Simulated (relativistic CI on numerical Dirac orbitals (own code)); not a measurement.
**Re¹⁶⁺: computed level list**

Computed by Dirac-Coulomb-Breit CI, separate exchange-only KLI orbitals for each configuration, model QED (radiative potential, 1s self-energy scaled to tabulated hydrogen-like ionisation energies), unscaled Slater integrals (own radial code, finite nucleus).

Configurations in the expansion (outside the closed core [Kr]): 4d¹⁰4f¹¹5s², 4d¹⁰4f¹²5s, 4d¹⁰4f¹¹5s5p, 4d¹⁰4f¹⁰5s²5p, 4d¹⁰4f¹¹5s5d, 4d¹⁰4f¹⁰5s5p², 4d¹⁰4f¹²5d, 4d¹⁰4f¹¹5s5f, 4d¹⁰4f¹²6s, 4d⁹4f¹²5s², 4d¹⁰4f¹⁰5s²6s, 4d¹⁰4f¹³, 4d⁹4f¹⁴, 4d¹⁰4f¹²5p, 4d⁹4f¹³5p. Double excitations out of closed p, d and f shells are left out; levels of such configurations are missing from the list, as are those of other unlisted configurations, and high levels can miss mixing partners.

The lowest level is 4d¹⁰4f¹¹5s² ⁴I°15/2, with 95 % of that term; Hund's rules for 4d¹⁰4f¹¹5s² give ⁴I° with J = 15/2, in agreement.

```tsv
No.	Configuration	Term	J	E (cm⁻¹)	%	Next component (%)	Lifetime (s)
1	4d¹⁰4f¹¹5s²	⁴I°	15/2	0.0	95	5 ²K°	
2	4f¹²(3H)5s	⁴H	13/2	11222.4	99	1 ²I	1.27e+00
3	4d¹⁰4f¹¹5s²	⁴I°	13/2	17387.3	98	1 ²K°	5.32e-03
4	4f¹²(3H)5s	⁴H	11/2	19053.8	68	30 ²H	8.30e-02
5	4f¹²(3F)5s	⁴F	9/2	22857.1	70	25 ²G	1.31e+01
6	4d¹⁰4f¹¹5s²	⁴I°	11/2	23610.7	59	35 ²H°	1.14e-01
7	4d¹⁰4f¹¹5s²	²G°	9/2	24831.5	31	30 ⁴F°	6.70e+00
8	4f¹²(1G)5s	²G	7/2	27675.4	38	28 ⁴F	4.57e-01
9	4f¹²(3H)5s	⁴H	9/2	32976.5	85	8 ²H	8.77e-03
10	4d¹⁰4f¹¹5s²	⁴I°	9/2	34923.8	48	35 ⁴F°	1.49e-02
11	4f¹²(3H)5s	²H	11/2	37318.2	68	31 ⁴H	4.96e-03
12	4d¹⁰4f¹¹5s²	⁴S°	3/2	37601.4	46	27 ²P°	
13	4f¹²(3F)5s	⁴F	7/2	40012.4	50	41 ⁴H	1.68e-02
14	4d¹⁰4f¹¹5s²	⁴I°	11/2	41091.5	35	35 ⁴G°	3.19e-03
15	4f¹²(3F)5s	⁴F	5/2	42176.3	88	10 ²D	2.24e-02
16	4f¹²(3F)5s	⁴F	3/2	42930.8	76	22 ²D	1.23e+01
17	4d¹⁰4f¹¹5s²	⁴F°	7/2	45452.7	86	12 ²G°	5.98e-03
18	4f¹²(1G)5s	²G	9/2	45802.8	41	38 ²H	9.26e-03
19	4d¹⁰4f¹¹5s²	⁴F°	5/2	48295.7	72	26 ²D°	1.28e-01
20	4f¹²(3F)5s	²F	7/2	49041.6	53	22 ⁴F	5.84e-03
21	4d¹⁰4f¹¹5s²	⁴F°	3/2	49259.7	43	33 ⁴S°	2.02e-02
22	4d¹⁰4f¹¹5s²	²G°	9/2	53904.5	30	30 ⁴F°	2.18e-03
23	4f¹²(3F)5s	²F	5/2	53999.3	61	27 ²D	1.15e-02
24	4d¹⁰4f¹¹5s²	²K°	15/2	54541.8	87	8 ²L°	3.58e-03
25	4d¹⁰4f¹¹5s²	⁴G°	11/2	57185.2	55	40 ²H°	1.27e-03
26	4d¹⁰4f¹¹5s²	²G°	7/2	58404.4	49	32 ⁴G°	1.46e-02
27	4f¹²(1G)5s	²G	7/2	60924.9	50	27 ²F	3.59e-03
28	4d¹⁰4f¹¹5s²	⁴G°	9/2	61035.6	72	15 ²H°	1.75e-03
29	4f¹²(3H)5s	²H	9/2	64204.7	53	33 ²G	2.70e-03
30	4d¹⁰4f¹¹5s²	²K°	13/2	67377.7	83	16 ²I°	2.83e-03
```

Energies count from the lowest computed level; ° marks odd parity; lifetimes are radiative, by E1, M1, E2, M2, E3 decay to levels of this space only; some are left blank where a channel outside the calculation adds to the decay or the decay crosses a small, uncertain gap. Percentages are summed over parent terms; the parents shown are those of the largest component, closed shells are left out there.

The mean weight of the leading LS term, summed over parents, in these 30 levels is 63 %, and that of the leading jj configuration (from the same eigenvectors) 73 %.

At this charge transitions that keep the count of f electrons are usually good to a few per cent. Terms inside the open d or f shell come out 10 to 20 % too wide with unscaled integrals. Levels that differ in their count of f electrons can be misplaced by several ten thousand cm⁻¹, since the correlation energy of f electrons is missing or only estimated; rates across such gaps can be off by orders of magnitude.

LS names give the leading component of a level, which can be under half, so a name can repeat, a term be missing and a line seem to break the LS rules.
